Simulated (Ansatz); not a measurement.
Born–Oppenheimer molecular dynamics of C2H6BBr (10 atoms, charge 0, multiplicity 1). It starts at the highest image of a converged band. Of that band: Neighbouring images differ by up to 1.8 eV, so the band resolves the path poorly. A vibrational analysis at the climbing image gives one clearly imaginary mode, 1454i cm⁻¹: a first-order saddle point.

The calculation used Ansatz 0.2.0, RKS PBE-D4/def2-SVP.

```json
{"ensemble": "NVE (velocity Verlet)", "time step": "0.5 fs", "steps asked": "200", "starting velocities drawn for": "100 K", "seed": "9508"}
```

First frame:

```xyz
10
Properties=species:S:1:pos:R:3
C -1.274 0.412 -0.810
B -0.181 -0.496 -0.130
C 0.997 -0.061 0.865
Br 2.724 -0.391 -0.049
H -1.796 -0.371 -1.358
H -1.671 1.430 -0.951
H -0.460 0.799 -0.111
H -0.310 -1.659 -0.423
H 1.038 0.993 1.206
H 1.014 -0.708 1.763
```

Problem. What does the run give?

Solution. All steps were run.

```yaml
steps_done: 200
time_covered: 100 fs
mean_temperature_over_the_second_half: 1584 K
spread_of_the_potential_energy_over_the_second_half: 38.2 meV per atom
mean_potential_energy_of_the_second_half_above_the_start: -153.7 meV per atom
```

The conserved energy stayed within 0.78 meV per atom of its start (net change -0.28 meV per atom), so the integration is sound. The kinetic energy rose, since the run started high on the potential surface and went downhill. A run of 0.1 ps of so small a system gives no equilibrium averages. The orbitals stay closed-shell, which can raise the energy where a bond breaks towards radicals; this wasn't checked here.

Problem. What happens to the structure?

Solution. Parted: B2–H7 1.32 → 2.23 Å. Pairs count as bonded within 1.25 times the sum of covalent radii (0.12 Å more for H–H). This is one draw of velocities; another would differ in detail.

Problem. How do temperature and energy run in time?

Solution. 
| time (fs) | T (K) | potential energy less start (eV) | conserved less start (meV/atom) |
| --- | --- | --- | --- |
| 0 | 100 | 0.000 | 0.00 |
| 8 | 204 | -0.106 | 0.11 |
| 16 | 1592 | -1.545 | -0.22 |
| 24 | 1678 | -1.635 | -0.28 |
| 32 | 1804 | -1.764 | -0.19 |
| 40 | 1717 | -1.678 | -0.56 |
| 48 | 1470 | -1.418 | -0.12 |
| 56 | 1864 | -1.826 | -0.18 |
| 64 | 1066 | -1.000 | -0.14 |
| 72 | 2355 | -2.337 | -0.53 |
| 80 | 1339 | -1.282 | -0.06 |
| 88 | 1168 | -1.106 | -0.15 |
| 96 | 2120 | -2.092 | -0.34 |

Run time: 3.9 min on 2 threads of Intel(R) Xeon(R) Platinum 8488C (Sapphire Rapids) (shared host), peak memory 0.16 GiB.
